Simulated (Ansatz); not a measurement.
Frontier orbitals of H6SiSn, SMILES `[SiH3][SnH3]`.

Total charge 0; spin multiplicity 1. Correlated methods include outer-core shells of Sn, which these sets cover unevenly. Sn takes the def2 core potential. The structure was optimised at the PBE0-D4/def2-TZVP level. Basis def2-TZVPP, the Gaussian-basis code of Ansatz.

Task: Compute the vertical ionisation energy as the energy of the cation minus that of the neutral molecule, at each level. (Estimate.)

Result: The calculation gave: 
| level | IE (eV) | difference from CCSD(T)/def2-TZVPP |
| --- | --- | --- |
| PBE-D4/def2-TZVPP | 9.86 | -0.22 |
| r2SCAN-D4/def2-TZVPP | 9.93 | -0.16 |
| PBE0-D4/def2-TZVPP | 10.00 | -0.08 |
| B3LYP-D4/def2-TZVPP | 10.05 | -0.03 |
| ωB97X-V/def2-TZVPP | 10.10 | 0.01 |
| ωB97M-V/def2-TZVPP | 10.09 | 0.01 |
| B2PLYP/def2-TZVPP | 10.01 | -0.07 |
| HF/def2-TZVPP | 9.32 | -0.76 |
| MP2/def2-TZVPP | 10.12 | 0.03 |
| CCSD/def2-TZVPP | 10.06 | -0.03 |
| CCSD(T)/def2-TZVPP | 10.09 | 0.00 |
| HF/def2-QZVPP | 9.30 | -0.79 |
| MP2/def2-QZVPP | 10.18 | 0.09 |

B3LYP here is the variant with VWN-RPA as its local correlation; programs differ in this.
